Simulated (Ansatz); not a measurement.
C$_{2}$H$_{6}$BNOSi, SMILES `N=C1CB1[SiH2]O` at its PBE0-D4/def2-TZVP geometry, where that method's forces vanish. The species carries charge 0 and has multiplicity 1.

```xyz
12

N     2.3612   -0.9336    1.2763
C     1.3852   -0.2533    0.8541
C     0.7694    1.0946    0.7971
B     0.0949   -0.1257    0.0631
Si   -1.3628   -0.8354   -1.0832
O    -2.6641    0.1700   -1.2525
H     2.9984   -0.3477    1.8268
H     0.2721    1.4892    1.6858
H     1.2657    1.8770    0.2203
H    -0.7194   -1.1276   -2.4006
H    -1.9147   -2.0964   -0.5321
H    -2.4859    1.0890   -1.4550
```

Q: What forces (eV/Å) does ωB97M-V/def2-TZVPP give on these atoms in Ansatz? (An estimate is asked.)

A: Ansatz gave: 
```
N1   0.068  0.039  0.059
C2   0.074 -0.136  0.010
C3  -0.012  0.315  0.072
B4  -0.104 -0.043 -0.066
Si5  0.091 -0.279 -0.090
O6  -0.017  0.104 -0.005
H7  -0.065 -0.024 -0.049
H8   0.043 -0.062 -0.069
H9  -0.037 -0.090  0.034
H10 -0.079  0.042  0.157
H11  0.070  0.157 -0.059
H12 -0.032 -0.021  0.004
```
